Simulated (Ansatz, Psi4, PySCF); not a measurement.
C₇H₈O, charge +1, doublet, at a GFN2-xTB geometry (a state made from the parent by changing its charge; the spin is typed, not shown lowest). Base run: WB97X/STO-3G (PySCF).

Input for PySCF:
```python
from pyscf import gto, scf, dft

mol = gto.M(
    atom='''
C    -2.799949    0.220933   -0.152618
O    -1.651596   -0.428806   -0.640597
C    -0.442011   -0.171020   -0.226840
C     0.595876   -0.940413   -0.847247
C     1.902987   -0.749865   -0.486806
C     2.228087    0.199474    0.490990
C     1.220888    0.961418    1.108118
C    -0.095191    0.789674    0.765008
H    -3.642640   -0.212516   -0.690846
H    -2.926894    0.057316    0.922729
H    -2.760133    1.299389   -0.338642
H     0.306282   -1.661941   -1.596022
H     2.684315   -1.329265   -0.954044
H     3.259384    0.349054    0.774625
H     1.490285    1.688228    1.859425
H    -0.861957    1.378972    1.243919
''',
    basis='sto-3g',
    charge=1,
    spin=1,
    verbose=4,
)

mf = dft.UKS(mol)
mf.xc = 'wb97x'
mf.kernel()
```

The same geometry, method and basis name were run in Ansatz (a first-principles code) and Psi4 and PySCF, at each program's defaults and at the settings that a row names. The base is PySCF at its defaults. Differences at the defaults can come from grids, fitting, cores and function types together.

| code and settings | ΔE vs base (µEh) | basis functions | E (Eh) | SCF cycles |
|---|---|---|---|---|
| PySCF, defaults (exact integrals, its default grid, spherical functions) | 0.0 | 48 | -342.15381 | 15 |
| Psi4, defaults (density fitting with its default set, its default grid, spherical functions) | -2281 | 48 | -342.15609 | 12 |
| Ansatz, defaults (factorised integrals, its default grid, spherical functions) | -7.3 | 48 | -342.15381 | - |
| PySCF, density fitting with def2-universal-jkfit | -2280 | 48 | -342.15609 | 15 |
| PySCF, fine grid | -12.2 | 48 | -342.15382 | 15 |
| Psi4, exact integrals, spherical functions, fine grid | -6.9 | 48 | -342.15381 | 19 |
| Ansatz, high accuracy | -10.9 | 48 | -342.15382 | - |

Open shells are given as the SCF converged; they aren't shown to be the lowest states, and a large step between rows can be another state.
